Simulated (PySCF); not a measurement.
Method: r2SCAN-D4/def2-TZVP (PySCF 2.14.0). Isolated molecules, 0 K electronic values unless said otherwise. One relaxed conformer stands for a flexible species; it need not be the lowest. Excitations are Tamm–Dancoff values on a coarser integration grid. The basis has no diffuse functions, so Rydberg states are missing or too high.

Reference species (SMILES): `C(=S)(C)N` (neutral, multiplicity 1).

```json
{
 "HOMO–LUMO gap": "3.46 eV",
 "brightest of the four lowest singlets (TDA)": "6.11 eV"
}
```

Changed species: `C=C(N)S`.

Problem. Give the shifts of the HOMO–LUMO gap and brightest of the four lowest singlets (TDA).

Solution. the HOMO–LUMO gap goes up by 1.42 eV, to 4.88 eV; the brightest of the four lowest singlets (TDA) rises by 0.43 eV, to 6.54 eV.
